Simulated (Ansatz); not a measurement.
Reaction (formal exchange of groups at a B–Cl bond): `[SiH3]OBCl` + `O[SiH3]` → `O[SiH2]BO[SiH3]` + HCl

Calculated with Ansatz (gas phase, PBE0-D4/def2-TZVP geometries, no zero-point term in ΔE). CBS: MP2 limit from def2 TZ/QZ plus the TZ coupled-cluster correction, frozen cores. This one scheme is used for every species. DFT in def2-TZVPP. B3LYP here is the variant with VWN-RPA as its local correlation; programs differ in this. One conformer a species, not always the lowest.

```json
{"level": "PBE-D4", "ΔE (kcal/mol)": "29.7", "difference from CCSD(T)/CBS": "-1.8"}
{"level": "r2SCAN-D4", "ΔE (kcal/mol)": "32.4", "difference from CCSD(T)/CBS": "0.9"}
{"level": "PBE0-D4", "ΔE (kcal/mol)": "30.6", "difference from CCSD(T)/CBS": "-0.9"}
{"level": "B3LYP-D4", "ΔE (kcal/mol)": "31.4", "difference from CCSD(T)/CBS": "-0.1"}
{"level": "ωB97X-V", "ΔE (kcal/mol)": "31.4", "difference from CCSD(T)/CBS": "-0.1"}
{"level": "ωB97M-V", "ΔE (kcal/mol)": "32.6", "difference from CCSD(T)/CBS": "1.1"}
{"level": "B2PLYP", "ΔE (kcal/mol)": "32.5", "difference from CCSD(T)/CBS": "1.0"}
{"level": "PBE", "ΔE (kcal/mol)": "29.9", "difference from CCSD(T)/CBS": "-1.6"}
{"level": "r2SCAN", "ΔE (kcal/mol)": "32.6", "difference from CCSD(T)/CBS": "1.1"}
{"level": "PBE0", "ΔE (kcal/mol)": "30.8", "difference from CCSD(T)/CBS": "-0.7"}
{"level": "B3LYP", "ΔE (kcal/mol)": "31.6", "difference from CCSD(T)/CBS": "0.1"}
{"level": "HF/def2-TZVPP", "ΔE (kcal/mol)": "34.2", "difference from CCSD(T)/CBS": "2.7"}
{"level": "MP2/def2-TZVPP", "ΔE (kcal/mol)": "33.8", "difference from CCSD(T)/CBS": "2.3"}
{"level": "SCS-MP2/def2-TZVPP", "ΔE (kcal/mol)": "33.2", "difference from CCSD(T)/CBS": "1.7"}
{"level": "CCSD/def2-TZVPP", "ΔE (kcal/mol)": "31.3", "difference from CCSD(T)/CBS": "-0.2"}
{"level": "CCSD(T)/def2-TZVPP", "ΔE (kcal/mol)": "31.4", "difference from CCSD(T)/CBS": "-0.1"}
{"level": "HF/def2-QZVPP", "ΔE (kcal/mol)": "34.1", "difference from CCSD(T)/CBS": "2.6"}
{"level": "MP2/def2-QZVPP", "ΔE (kcal/mol)": "33.8", "difference from CCSD(T)/CBS": "2.3"}
{"level": "SCS-MP2/def2-QZVPP", "ΔE (kcal/mol)": "33.2", "difference from CCSD(T)/CBS": "1.7"}
{"level": "HF/CBS(def2)", "ΔE (kcal/mol)": "34.1", "difference from CCSD(T)/CBS": "2.6"}
{"level": "MP2/CBS(def2)", "ΔE (kcal/mol)": "33.9", "difference from CCSD(T)/CBS": "2.4"}
{"level": "CCSD/CBS(def2)", "ΔE (kcal/mol)": "31.4", "difference from CCSD(T)/CBS": "-0.1"}
{"level": "CCSD(T)/CBS", "ΔE (kcal/mol)": "31.5", "difference from CCSD(T)/CBS": "0"}
```

Largest T1 diagnostic among the species: 0.013.

From PBE to PBE0 (25 % exact exchange), in def2-TZVPP and without D4, ΔE moves by +0.9 kcal/mol.
